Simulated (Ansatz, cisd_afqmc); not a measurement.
System: AlH$_{3}$S, charge 0, singlet. AlH3S (SMILES [AlH2][SH]).
B3LYP-D3(BJ)/def2-TZVP minimum from Ansatz (a program for electronic structure):
```
Al
H 1 1.5724
H 1 1.5742 2 124.52
S 1 2.1895 2 116.28 3 180.00
H 4 1.3446 1 94.58 2 -180.00
```

Total energies in cc-pV(D+d)Z, 12 correlated electrons, 10 frozen orbitals. Open shells are spin-unrestricted; no spin-orbit coupling. Cores are frozen in correlated methods. No relativity. AFQMC/CISD: phaseless, guided by CISD from CCSD amplitudes; bars are statistical, one sigma. Outlying blocks are dropped, and bars are widened where a walk drifts. Over all cases where full CI ran beside it in this data, AFQMC minus full CI had a median of +0.1 mEh and passed +0.4 mEh in a tenth of the cases.

| method | program | energy (Eh) | minus CCSDTQ (mEh) |
|---|---|---|---|
| HF | Ansatz | -641.23582 | 247.12 |
| MP2 | Ansatz | -641.44065 | 42.29 |
| CCSD | Ansatz | -641.47568 | 7.26 |
| CCSD(T) | Ansatz | -641.48166 | 1.28 |
| CCSDT(Q) | Ansatz | -641.48293 | 0.01 |
| CCSDTQ | Ansatz | -641.48294 | 0.00 |
| AFQMC/CISD | cisd_afqmc | -641.4827 ± 0.0005 | 0.2 ± 0.5 |

Rough core times of Ansatz's runs on a shared machine: CCSD(T) under 20 s, CCSDT(Q) 40 s, CCSDTQ 30 min.
